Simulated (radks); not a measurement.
The numbers below are computed, except where a source is named.
Question: All-electron atom: Pr57+ in [He] (the NIST ground configuration). Code: a radial shooting solver on a logarithmic mesh with Libxc functionals. Model: Dirac Kohn-Sham, PBE, spin-unpolarised, spherical densities, finite nucleus; Fermi nuclear charge, rms radius 4.8919 fm. Some entries of the table are withheld. Estimate them.

| orbital | occ. | eigenvalue (eV) | <1/r> (bohr^-1) |
|---|---|---|---|
| 1s1/2 | 2 | (1) | (2) |
| 2s1/2 | 0 | -11992.17 | 16.43 |
| 2p1/2 | 0 | (3) | (4) |
| 2p3/2 | 0 | (5) | (6) |

Answer: 
(1) 1s1/2 eigenvalue (eV): -48306.85
(2) 1s1/2 <1/r> (bohr^-1): 64.96
(3) 2p1/2 eigenvalue (eV): -11895.55
(4) 2p1/2 <1/r> (bohr^-1): 16.34
(5) 2p3/2 eigenvalue (eV): -11319.04
(6) 2p3/2 <1/r> (bohr^-1): 14.77
